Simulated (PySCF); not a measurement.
N-methyl-N-silylmethanamine (C2H9NSi), SMILES CN(C)[SiH3].

Geometry optimised at r2SCAN-D4/def2-SVP.

The numbers are results of TDA-B3LYP/def2-SVPD (PySCF), not measurements.

Vertical excitations.  State labels are in the subgroup Cs.

Question: List the lowest excited states. (An estimate is asked for; the answer gives what the named calculation found.)

Answer: 
```
state  symmetry  energy (eV)  λ (nm)      f                          main pairs
-----  --------  -----------  ------  -----  ----------------------------------
S1           A'         5.30     234  0.011                      HOMO→LUMO 98 %
S2           A'         5.98     207  0.041                    HOMO→LUMO+1 96 %
S3           A"         6.22     199  0.001                    HOMO→LUMO+2 97 %
S4           A'         6.53     190  0.005                    HOMO→LUMO+3 98 %
S5           A"         6.79     183  0.000                    HOMO→LUMO+4 98 %
S6           A'         6.83     182  0.036                    HOMO→LUMO+5 96 %
S7           A'         7.49     166  0.113                    HOMO→LUMO+6 96 %
S8           A'         7.67     162  0.040                    HOMO→LUMO+7 95 %
S9           A"         7.90     157  0.003                    HOMO→LUMO+8 99 %
S10          A'         8.34     149  0.001                    HOMO→LUMO+9 86 %
T1           A'         5.14     241      0                      HOMO→LUMO 90 %
T2           A'         5.70     217      0                    HOMO→LUMO+1 87 %
T3           A"         6.09     204      0                    HOMO→LUMO+2 95 %
T4           A'         6.37     195      0  HOMO→LUMO+3 68 %, HOMO→LUMO+5 28 %
```
Triplets are in the Tamm–Dancoff approximation.
